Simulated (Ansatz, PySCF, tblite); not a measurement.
Potential energy curve for B2, triplet.

- GFN2-xTB, 300 K electronic temperature (tblite)
- ROHF/def2-SVP (Ansatz, a quantum-chemistry and plane-wave program)
- UKS-B3LYP/LANL2DZ = PySCF with unrestricted B3LYP/LANL2DZ

Energies are in kJ/mol, each relative to the lowest point of its own curve near equilibrium.

```tsv
R / Å	GFN2-xTB	ROHF	UKS-B3LYP/LANL2DZ
1.21	187.3	373.8	351.2
1.30	41.4	206.0	177.2
1.38	0.0	121.1	83.7
1.44	1.5	86.6	40.7
1.53	31.8	43.6	7.5
1.57	49.9	25.8	1.7
1.61	69.2	13.3	0.0
1.64	84.4	6.9	0.9
1.71	121.7	0.0	8.8
1.78	160.9	1.8	21.6
1.86	206.5	11.5	27.0
```

At the longest distance, 1.86 Å, GFN2-xTB lies highest above its minimum (206.5 kJ/mol) and ROHF lowest (11.5 kJ/mol).

The scan ran from 1.21 to 6.49 Å; beyond the distances shown full CI changes its symmetry label. The unrestricted determinant behind UKS-B3LYP/LANL2DZ is spin-contaminated at 1.21 to 1.78 Å (<S²> up to 2.9, against 2.00 for a pure triplet).
